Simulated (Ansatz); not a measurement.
```yaml
crystal:
  periodic: [false, false, false]
  atoms:
    - {symbol: O, position_ang: [-1.903928, 1.559222, 0.481388]}
    - {symbol: Sn, position_ang: [-0.360933, 0.941784, -0.576413]}
    - {symbol: N, position_ang: [0.987707, -0.095543, 0.641582]}
    - {symbol: Si, position_ang: [0.566734, -1.349933, -0.416031]}
    - {symbol: H, position_ang: [-2.347430, 0.840975, 0.939022]}
    - {symbol: H, position_ang: [0.234451, 2.425874, -1.156815]}
    - {symbol: H, position_ang: [1.635409, 0.008282, 1.405683]}
    - {symbol: H, position_ang: [-0.277486, -2.484104, 0.056741]}
    - {symbol: H, position_ang: [1.553877, -1.892858, -1.392257]}
basis:
  gaussian: {orbitals: ANO-RCC-VTZP, fitting: {mean_field: cc-pVTZ-jkfit}}
hamiltonian: {xc: {name: LC-wPBE}}
```

```sh
$ ansatz run in.yaml --threads 4 --pin off --events-out ev --progress --plain --max-ram 10444MiB
```

It prints (some lines left out):

```
Functional definition: LC-wPBE
Error: <dir> the basis set cc-pVTZ-JKFIT has no functions for Sn
```
